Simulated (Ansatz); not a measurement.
Cost and result for the atomization energy of GaH7OSi2 (`[SiH3][O][GaH][SiH3]`) (11 atoms, 10 bonds).

```xyz
11

Si   -0.9349    1.0243   -1.6046
O     0.6276    0.8976   -1.1603
Ga    1.5480    0.0841    0.1470
Si    0.2155   -1.1834    1.7060
H    -1.3582    2.4502   -1.5978
H    -1.1281    0.4734   -2.9728
H    -1.8214    0.2695   -0.6677
H     3.0858    0.3474    0.0398
H    -0.5240   -2.2558    0.9866
H     1.0640   -1.8139    2.7528
H    -0.7743   -0.2933    2.3711
```

Charge 0, multiplicity 1. Correlated methods include outer-core shells of Ga, which these sets cover unevenly. Scalar relativity is left out up to krypton. All single points use the PBE0-D4/def2-TZVP geometry. It is one conformer, not always the lowest. Program: Ansatz. All runs use 4 threads of an INTEL XEON PLATINUM 8581C on a shared host. Times are those of one run each, without the atoms' runs, and a repeat can differ threefold. Electronic energies, without spin–orbit coupling; frozen cores. CCSD(T)/CBS adds CCSD(T) − MP2 in def2-TZVPP to the MP2 limit, and its time is that of the two runs behind it. T1 = 0.014. With those shells the extrapolation isn't a true limit. B3LYP takes the VWN-RPA correlation (the form of Gaussian; ORCA's B3LYP/G). HSE06 is the plane-wave form, built on full-range PBE exchange.

CCSD(T)/CBS is a level of theory with its own doubt, some kJ/mol a heavy atom from the limit and from the frozen cores, so smaller differences don't rank the functionals.

```
                             level  functions  wall time  atomization (kJ/mol)  difference from CCSD(T)/CBS  per bond
            LDA (SPW92)/def2-TZVPP        261      0.8 s                3630.0                        335.2      33.5
              revPBE-D4/def2-TZVPP        261      1.2 s                3173.1                       -121.7     -12.2
   PBE-D4/def2-TZVPP (with forces)        261      1.4 s                3229.2                        -65.6      -6.6
                PBE0-D4/def2-TZVPP        261      1.9 s                3212.8                        -82.0      -8.2
               HSE06-D4/def2-TZVPP        261      2.2 s                3213.7                        -81.1      -8.1
r2SCAN-D4/def2-TZVPP (with forces)        261      2.2 s                3277.9                        -16.9      -1.7
 B3LYP-D4/def2-TZVPP (with forces)        261      2.9 s                3259.1                        -35.7      -3.6
                  CCSD(T)/def2-SVP        117      3.2 s                3061.4                       -233.4     -23.3
                 B97M-V/def2-TZVPP        261      3.9 s                3295.2                          0.4       0.0
  ωB97M-V/def2-TZVPP (with forces)        261        6 s                3270.4                        -24.4      -2.4
                    MP2/def2-QZVPP        496       14 s                3264.0                        -30.8      -3.1
                CCSD(T)/def2-TZVPP        261       70 s                3219.1                        -75.7      -7.6
                 CCSD(T)/CBS(def2)          –       84 s                3294.8                          0.0       0.0
```

In def2-TZVPP, CCSD(T) changes the Hartree–Fock value by +760.9 kJ/mol (the triples alone add +32.8 kJ/mol) and MP2 by +759.8 kJ/mol; breaking electron pairs costs correlation energy, which Hartree–Fock lacks. At CCSD(T), def2-SVP lies −233.4 kJ/mol from the extrapolated value and def2-TZVPP −75.7 kJ/mol: correlation converges slowly with the basis, and small sets miss more of it in the bonded molecule than in its fragments. Leaving LDA and LC-ωPBE aside and taking each functional with its dispersion term where it has one, the values, not all of them listed here, spread over 132.6 kJ/mol, from revPBE-D4 to ωB97X-V. LDA lies +426.0 kJ/mol from PBE without D4, its usual overbinding.
